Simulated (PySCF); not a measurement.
A GIAO shielding run with PySCF (density fitting, non-relativistic, gas phase) on SMILES COC(=O)c1sc(C)pc1C, C$_{7}$H$_{9}$O$_{2}$PS:

```
$ OMP_NUM_THREADS=1 python probes_run.py task.json out

{"job": {"kind": "nmr", "xc": "PBE0", "basis": "pcSseg-1"}, "charge": 0, "multiplicity": 1}
C     -3.401831    -1.313890    -0.435948
O     -1.997307    -1.141296    -0.356477
C     -1.571795     0.120526    -0.147515
O     -2.320115     1.061533    -0.031859
C     -0.114761     0.172228    -0.084201
S      0.733646    -1.323330    -0.281525
C      2.303037    -0.629525    -0.114775
C      3.485190    -1.534606    -0.209081
P      2.404043     1.066279     0.149749
C      0.645444     1.295573     0.117612
C      0.052250     2.652616     0.303729
H     -3.876033    -0.989562     0.493133
H     -3.569245    -2.374967    -0.602249
H     -3.809109    -0.725103    -1.260990
H      3.443593    -2.304893     0.561217
H      4.402765    -0.963466    -0.084994
H      3.511282    -2.035384    -1.177065
H      0.837496     3.392011     0.447008
H     -0.614454     2.660290     1.164718
H     -0.549247     2.925645    -0.562008
```

Hardware: 1 thread of an Arm Neoverse V1, shared host. The job also computes population analyses, field gradients, ring-centre shieldings.

(1) How large is the calculation?

(2) How long does it take, and how much memory does it need?

## Answers

(1) 98 electrons, 246 basis functions and 1319 auxiliary functions.

(2) 74 s of wall time, with 15 SCF cycles and 5 response iterations; peak memory 1.1 GiB. Times on a shared host scatter by some tens of per cent.
